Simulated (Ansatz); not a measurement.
Geometry optimisation of C9H20, SMILES `CCCCCCCCC`.

```yaml
crystal:
  periodic: [false, false, false]
  atoms:
    - {symbol: C, position_ang: [-2.559250, 2.426150, 0.070250]}
    - {symbol: C, position_ang: [-2.326440, 1.365970, -1.000270]}
    - {symbol: C, position_ang: [-1.047670, 1.600630, -1.807310]}
    - {symbol: C, position_ang: [0.247260, 1.365140, -1.027150]}
    - {symbol: C, position_ang: [0.520390, -0.112810, -0.755460]}
    - {symbol: C, position_ang: [1.820750, -0.313560, 0.021540]}
    - {symbol: C, position_ang: [2.149230, -1.787850, 0.295190]}
    - {symbol: C, position_ang: [1.723690, -2.287240, 1.677630]}
    - {symbol: C, position_ang: [0.216170, -2.296200, 1.900000]}
    - {symbol: H, position_ang: [-3.505630, 2.250410, 0.577630]}
    - {symbol: H, position_ang: [-1.768870, 2.411150, 0.817070]}
    - {symbol: H, position_ang: [-2.588530, 3.417800, -0.377490]}
    - {symbol: H, position_ang: [-3.174460, 1.373300, -1.689500]}
    - {symbol: H, position_ang: [-2.295440, 0.379660, -0.534370]}
    - {symbol: H, position_ang: [-1.057030, 2.629520, -2.176000]}
    - {symbol: H, position_ang: [-1.053180, 0.940090, -2.678350]}
    - {symbol: H, position_ang: [0.212950, 1.908830, -0.081420]}
    - {symbol: H, position_ang: [1.080730, 1.773720, -1.604730]}
    - {symbol: H, position_ang: [-0.310640, -0.543150, -0.198770]}
    - {symbol: H, position_ang: [0.589070, -0.642870, -1.708960]}
    - {symbol: H, position_ang: [2.632750, 0.132720, -0.558030]}
    - {symbol: H, position_ang: [1.766730, 0.228270, 0.968380]}
    - {symbol: H, position_ang: [3.229600, -1.930710, 0.214430]}
    - {symbol: H, position_ang: [1.682400, -2.410930, -0.471050]}
    - {symbol: H, position_ang: [2.102590, -3.305310, 1.802650]}
    - {symbol: H, position_ang: [2.196410, -1.666350, 2.442930]}
    - {symbol: H, position_ang: [-0.019190, -2.757250, 2.857050]}
    - {symbol: H, position_ang: [-0.182690, -1.285630, 1.907700]}
    - {symbol: H, position_ang: [-0.281700, -2.863510, 1.116400]}
basis:
  gaussian: {orbitals: def2-TZVP}
hamiltonian: {xc: pbe0, dispersion: d4}
relax: {f_tol: 0.005, max_steps: 150}
```

```sh
$ ansatz run in.yaml --threads 4 --pin off --events-out ev --progress --plain --max-ram 66560MiB --backend cuda --devices 0, --max-vram 37GiB
```

It prints (some lines left out):

```
Functional definition: PBE0
mean field -9651.57397903 eV, -354.6888016575 hartree, gradient 1.2e-5 eV, S^2 0.000000; 0 other end points of the search recorded, 0 dependent functions left out
relax step   1: F+E_penalty+E_count = -9652.11773676 eV  Δ(F+E_penalty+E_count) = +0.000e0 eV  max|allowed force component| = 5.496e-1 eV/Å  Δτ_max = 0.0000 Å  (29 SCF iters, accepted)
mean field -9651.59987313 eV, -354.6897532480 hartree, gradient 1.1e-5 eV, S^2 0.000000; 0 other end points of the search recorded, 0 dependent functions left out
relax step   2: F+E_penalty+E_count = -9652.14156728 eV  Δ(F+E_penalty+E_count) = -2.383e-2 eV  max|allowed force component| = 1.996e-1 eV/Å  Δτ_max = 0.0389 Å  (29 SCF iters, accepted)
mean field -9651.60396659 eV, -354.6899036800 hartree, gradient 1.1e-5 eV, S^2 0.000000; 0 other end points of the search recorded, 0 dependent functions left out
relax step   3: F+E_penalty+E_count = -9652.14717979 eV  Δ(F+E_penalty+E_count) = -5.613e-3 eV  max|allowed force component| = 3.268e-2 eV/Å  Δτ_max = 0.0397 Å  (29 SCF iters, accepted)
mean field -9651.60588196 eV, -354.6899740686 hartree, gradient 1.1e-5 eV, S^2 0.000000; 0 other end points of the search recorded, 0 dependent functions left out
relax step   4: F+E_penalty+E_count = -9652.15004750 eV  Δ(F+E_penalty+E_count) = -2.868e-3 eV  max|allowed force component| = 1.015e-2 eV/Å  Δτ_max = 0.0669 Å  (29 SCF iters, accepted)
mean field -9651.60648737 eV, -354.6899963168 hartree, gradient 1.2e-5 eV, S^2 0.000000; 0 other end points of the search recorded, 0 dependent functions left out
relax step   5: F+E_penalty+E_count = -9652.15278415 eV  Δ(F+E_penalty+E_count) = -2.737e-3 eV  max|allowed force component| = 1.517e-1 eV/Å  Δτ_max = 0.1965 Å  (28 SCF iters, accepted)
mean field -9651.60825226 eV, -354.6900611753 hartree, gradient 1.2e-5 eV, S^2 0.000000; 0 other end points of the search recorded, 0 dependent functions left out
relax step   6: F+E_penalty+E_count = -9652.15526377 eV  Δ(F+E_penalty+E_count) = -2.480e-3 eV  max|allowed force component| = 7.669e-2 eV/Å  Δτ_max = 0.0324 Å  (30 SCF iters, accepted)
mean field -9651.60930635 eV, -354.6900999126 hartree, gradient 1.2e-5 eV, S^2 0.000000; 0 other end points of the search recorded, 0 dependent functions left out
relax step   7: F+E_penalty+E_count = -9652.15783999 eV  Δ(F+E_penalty+E_count) = -2.576e-3 eV  max|allowed force component| = 4.833e-2 eV/Å  Δτ_max = 0.1108 Å  (29 SCF iters, accepted)
mean field -9651.60813526 eV, -354.6900568758 hartree, gradient 1.3e-5 eV, S^2 0.000000; 0 other end points of the search recorded, 0 dependent functions left out
relax step   8: F+E_penalty+E_count = -9652.15947648 eV  Δ(F+E_penalty+E_count) = -1.636e-3 eV  max|allowed force component| = 1.301e-1 eV/Å  Δτ_max = 0.1960 Å  (28 SCF iters, accepted)
mean field -9651.60932285 eV, -354.6901005189 hartree, gradient 1.2e-5 eV, S^2 0.000000; 0 other end points of the search recorded, 0 dependent functions left out
relax step   9: F+E_penalty+E_count = -9652.16067601 eV  Δ(F+E_penalty+E_count) = -1.200e-3 eV  max|allowed force component| = 4.502e-2 eV/Å  Δτ_max = 0.0163 Å  (30 SCF iters, accepted)
mean field -9651.60962336 eV, -354.6901115623 hartree, gradient 1.2e-5 eV, S^2 0.000000; 0 other end points of the search recorded, 0 dependent functions left out
relax step  10: F+E_penalty+E_count = -9652.16116592 eV  Δ(F+E_penalty+E_count) = -4.899e-4 eV  max|allowed force component| = 3.673e-3 eV/Å  Δτ_max = 0.0261 Å  (30 SCF iters, accepted)
mean field -9651.60933710 eV, -354.6901010425 hartree, gradient 1.2e-5 eV, S^2 0.000000; 0 other end points of the search recorded, 0 dependent functions left out
relax step  11: F+E_penalty+E_count = -9652.16210973 eV  Δ(F+E_penalty+E_count) = -9.438e-4 eV  max|allowed force component| = 1.409e-2 eV/Å  Δτ_max = 0.0820 Å  (29 SCF iters, accepted)
mean field -9651.60658692 eV, -354.6899999753 hartree, gradient 1.3e-5 eV, S^2 0.000000; 0 other end points of the search recorded, 0 dependent functions left out
relax step  12: F+E_penalty+E_count = -9652.16169844 eV  Δ(F+E_penalty+E_count) = +4.113e-4 eV  max|allowed force component| = 7.674e-2 eV/Å  Δτ_max = 0.1457 Å  (28 SCF iters, rejected (line search))
mean field -9651.60868376 eV, -354.6900770329 hartree, gradient 1.2e-5 eV, S^2 0.000000; 0 other end points of the search recorded, 0 dependent functions left out
relax step  13: F+E_penalty+E_count = -9652.16265740 eV  Δ(F+E_penalty+E_count) = -5.477e-4 eV  max|allowed force component| = 1.278e-2 eV/Å  Δτ_max = 0.0708 Å  (29 SCF iters, accepted)
mean field -9651.60828265 eV, -354.6900622924 hartree, gradient 1.2e-5 eV, S^2 0.000000; 0 other end points of the search recorded, 0 dependent functions left out
relax step  14: F+E_penalty+E_count = -9652.16278184 eV  Δ(F+E_penalty+E_count) = -1.244e-4 eV  max|allowed force component| = 1.459e-2 eV/Å  Δτ_max = 0.0432 Å  (29 SCF iters, accepted)
mean field -9651.60831669 eV, -354.6900635433 hartree, gradient 1.2e-5 eV, S^2 0.000000; 0 other end points of the search recorded, 0 dependent functions left out
relax step  15: F+E_penalty+E_count = -9652.16287068 eV  Δ(F+E_penalty+E_count) = -8.884e-5 eV  max|allowed force component| = 9.040e-3 eV/Å  Δτ_max = 0.0083 Å  (30 SCF iters, accepted)
mean field -9651.60847410 eV, -354.6900693279 hartree, gradient 1.2e-5 eV, S^2 0.000000; 0 other end points of the search recorded, 0 dependent functions left out
relax step  16: F+E_penalty+E_count = -9652.16294610 eV  Δ(F+E_penalty+E_count) = -7.542e-5 eV  max|allowed force component| = 4.357e-3 eV/Å  Δτ_max = 0.0157 Å  (30 SCF iters, accepted)
mean field -9651.60850891 eV, -354.6900706073 hartree, gradient 1.2e-5 eV, S^2 0.000000; 0 other end points of the search recorded, 0 dependent functions left out
relax step  17: F+E_penalty+E_count = -9652.16296059 eV  Δ(F+E_penalty+E_count) = -1.449e-5 eV  max|allowed force component| = 3.458e-3 eV/Å  Δτ_max = 0.0075 Å  (30 SCF iters, accepted)
mean field -9651.60862787 eV, -354.6900749788 hartree, gradient 1.2e-5 eV, S^2 0.000000; 0 other end points of the search recorded, 0 dependent functions left out
relax step  18: F+E_penalty+E_count = -9652.16296968 eV  Δ(F+E_penalty+E_count) = -9.092e-6 eV  max|allowed force component| = 1.351e-3 eV/Å  Δτ_max = 0.0077 Å  (30 SCF iters, accepted)
mean field -9651.60862787 eV, -354.6900749788 hartree, gradient 1.2e-5 eV, S^2 0.000000; 1 other end points of the search recorded, 0 dependent functions left out
Total energy: -9652.16301736 eV, -354.7104484169 hartree
Atom 0 at    -2.489541     1.904301     0.212828 Å, force    -0.000601    -0.000222     0.001068 eV/Å
Atom 1 at    -2.270331     1.305465    -1.166621 Å, force     0.000299     0.000121    -0.000312 eV/Å
Atom 2 at    -0.973264     1.749580    -1.834806 Å, force     0.000792    -0.000137    -0.000404 eV/Å
Atom 3 at     0.299189     1.425214    -1.061198 Å, force    -0.000877     0.000789    -0.000208 eV/Å
Atom 4 at     0.504593    -0.055119    -0.787864 Å, force     0.000111    -0.000862     0.000026 eV/Å
Atom 5 at     1.829504    -0.351392    -0.099715 Å, force    -0.000048     0.000304     0.000468 eV/Å
Atom 6 at     2.037865    -1.820624     0.274151 Å, force     0.000388    -0.000134     0.000024 eV/Å
Atom 7 at     1.632168    -2.188069     1.697766 Å, force     0.001185     0.000075    -0.000886 eV/Å
Atom 8 at     0.168686    -1.956686     2.036621 Å, force    -0.001351     0.000028     0.000602 eV/Å
Atom 9 at    -3.462754     1.618209     0.618154 Å, force    -0.000340    -0.000092     0.000305 eV/Å
Atom 10 at    -1.729745     1.572366     0.924865 Å, force     0.000187    -0.000285     0.000294 eV/Å
Atom 11 at    -2.451905     2.997259     0.178463 Å, force     0.000166     0.001243    -0.000206 eV/Å
Atom 12 at    -3.106713     1.582111    -1.816953 Å, force     0.000122     0.000286    -0.000305 eV/Å
Atom 13 at    -2.296552     0.212805    -1.098375 Å, force    -0.000089    -0.001132     0.000169 eV/Å
Atom 14 at    -1.016601     2.831957    -2.004368 Å, force     0.000100     0.000721    -0.000183 eV/Å
Atom 15 at    -0.912277     1.288713    -2.827666 Å, force     0.000045    -0.000242    -0.000797 eV/Å
Atom 16 at     0.305272     1.969772    -0.109713 Å, force     0.000086     0.000128     0.000371 eV/Å
Atom 17 at     1.159038     1.806651    -1.624237 Å, force    -0.000013     0.000010    -0.000155 eV/Å
Atom 18 at    -0.320638    -0.439181    -0.181850 Å, force    -0.000248    -0.000059     0.000012 eV/Å
Atom 19 at     0.463261    -0.609641    -1.734311 Å, force    -0.000056    -0.000036    -0.000020 eV/Å
Atom 20 at     2.637491    -0.023233    -0.762716 Å, force     0.000014     0.000105     0.000100 eV/Å
Atom 21 at     1.918289     0.269084     0.801568 Å, force    -0.000237     0.000002     0.000014 eV/Å
Atom 22 at     3.094310    -2.079346     0.152154 Å, force     0.000441    -0.000098    -0.000345 eV/Å
Atom 23 at     1.491115    -2.454085    -0.435651 Å, force    -0.000220    -0.000419    -0.000122 eV/Å
Atom 24 at     1.875682    -3.242477     1.867661 Å, force    -0.000037    -0.000441    -0.000208 eV/Å
Atom 25 at     2.256250    -1.619320     2.397415 Å, force     0.000199     0.000492     0.000412 eV/Å
Atom 26 at    -0.058057    -2.305171     3.047088 Å, force    -0.000355     0.000059     0.000275 eV/Å
Atom 27 at    -0.095412    -0.897357     1.991965 Å, force     0.000302     0.000553     0.000181 eV/Å
Atom 28 at    -0.488923    -2.491796     1.345337 Å, force     0.000037    -0.000759    -0.000171 eV/Å
Dipole moment:     0.013420    -0.015951    -0.011499 e Å
```

Run time 56 s (4 threads of an AMD EPYC 7R13 on a shared host and a share of an NVIDIA H100 80 GB); peak host memory 1 GiB.
